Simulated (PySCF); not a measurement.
# Where the electron goes

Species: C6H5N3.
Numbering: `[cH:1]1[cH:2][cH:3][c:4]2[nH:5][n:6][n:7][c:8]2[cH:9]1` (hydrogens: H10 on C1; H11 on C2; H12 on C3; H13 on N5; H14 on C9)

Method used: TDDFT wB97X-D/def2-SVPD, vertical, gas phase, core orbitals frozen in the response (PySCF). Geometry: GFN2-xTB; no solvent, vibrations or thermal averaging.

Frontier orbitals with the atoms that hold most of them (Löwdin shares over 4%, at most four atoms; ? is withheld):

```
orbital  ε (eV)                             atoms
 LUMO+2    2.29  H13 27%, C3 19%, H12 17%, N5 10%
 LUMO+1    1.72    C1 20%, C4 19%, C2 13%, C9 11%
   LUMO       ?                                 ?
   HOMO   -8.93    C3 19%, C9 19%, C1 16%, N5 14%
 HOMO-1   -9.21                                 ?
 HOMO-2   -9.65     N7 47%, N6 28%, C8 10%, N5 9%
 HOMO-3  -11.52    N5 25%, N7 24%, C8 12%, C4 11%
```

Give the leading atoms of the LUMO.

N6 (bonded to 2 N) 20%; C9 (bonded to 2 C and H) 15%; C3 (bonded to 2 C and H) 15%; C2 (bonded to 2 C and H) 13%. By element: carbon 43% or more, nitrogen 20% or more.

Give the leading atoms of the HOMO-1.

C2 (bonded to 2 C and H) 20%; C8 (bonded to 2 C and N) 18%; N6 (bonded to 2 N) 15%; C4 (bonded to 2 C and N) 13%. By element: carbon 51% or more, nitrogen 15% or more.

What is the LUMO energy, and the HOMO–LUMO gap?

ε(LUMO) = 0.36 eV; the gap is 9.29 eV (0.3414 hartree).

How does S1 compare with the orbital gap of 9.29 eV?

S1 is at 5.09 eV (f = 0.0049), 4.20 eV below the gap, made of HOMO-2→LUMO (88%), HOMO-2→LUMO+3 (10%). Its leading pair isn't HOMO and LUMO; the energies of that pair differ by 10.00 eV. 

Next come S2 at 5.13 eV (f 0.067), HOMO→LUMO (56%), HOMO-1→LUMO (26%), HOMO-1→LUMO+1 (8%); S3 at 5.52 eV (f 0.106), HOMO-1→LUMO (50%), HOMO→LUMO (33%), HOMO→LUMO+1 (12%); S4 at 6.88 eV (f 0.704), HOMO→LUMO+1 (56%), HOMO-1→LUMO (18%), HOMO-1→LUMO+1 (14%); S5 at 6.92 eV (f 0.0029), HOMO-2→LUMO+1 (56%), HOMO-4→LUMO (33%).
